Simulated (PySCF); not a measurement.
A structure optimised at ωB97X-D3(BJ)/def2-SVP, used in a PySCF frequency run:

```xyz
9

O     -1.1832     0.5206     1.0125
Si    -0.3126    -0.2652    -0.1242
F     -0.4954    -1.8555     0.0447
F     -0.8419     0.0740    -1.6084
C      1.4951     0.2177     0.0583
F      1.5072     1.4674     0.6860
H     -0.7237     1.2728     1.4069
H      2.0210     0.2970    -0.9075
H      2.0460    -0.5015     0.6882
```
Charge 0, spin multiplicity 1.

Q: Write its SMILES and formula.

A: O[Si](F)(F)CF, CH₃F₃OSi

Q: What are its rotational constants (standard atomic weights)?

A: 3.8672, 2.0261, 2.0129 GHz
